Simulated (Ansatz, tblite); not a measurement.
Forces on Cr₄N₄ at its PBE-D4/def2-SVP geometry. Total charge 0; singlet.

The xTB rows come from tblite. The restricted singlet is unstable towards broken spin symmetry in Hartree–Fock (as tested in another run); at LDA (SPW92)/def2-TZVP this wasn't settled. At PBE0-D4/def2-TZVP a quintet of charge 0 lies 6.96 eV below the restricted singlet, each at its own geometry. That quintet is doubtful there (⟨S²⟩ 11.21, where a pure state has 6.00). The structure comes from a short search, and lower isomers may exist.

GFN1-xTB (tblite), largest force 13.09 eV/Å:

```xyz
8
positions Å, forces eV/Å
Cr   -0.197   -1.368    0.035    6.121   -6.834   -5.470
Cr    0.589    0.794    0.597    5.739    1.607   11.656
Cr   -0.119    0.717   -1.273   -4.230   -1.496  -11.033
Cr   -1.483   -0.123    0.978   -7.809    5.818    4.232
N    -0.710    1.132    1.799    0.918   -0.681   -1.129
N    -1.394   -0.551   -0.962    1.430    0.691    1.162
N     1.753   -0.614   -0.039   -1.678    3.226   -4.068
N     1.560    0.014   -1.133   -0.491   -2.331    4.650
```

GFN2-xTB (tblite), largest force 11.23 eV/Å:

```
Cr 6.479 -6.345 -4.365
Cr 4.389 0.933 10.135
Cr -3.265 -0.913 -10.701
Cr -7.948 4.686 3.590
N 1.100 0.986 0.695
N -1.635 0.030 0.315
N 0.070 0.950 -2.620
N 0.811 -0.328 2.951
```

LDA (SPW92)/def2-TZVP (Ansatz), largest force 1.26 eV/Å:

```
Cr 0.024 0.919 -0.393
Cr -0.236 -0.603 -0.245
Cr 0.117 -0.651 0.506
Cr 0.594 0.245 -0.439
N 0.116 -0.380 -0.511
N 0.684 0.122 0.628
N -0.655 0.616 -0.599
N -0.646 -0.268 1.051
```
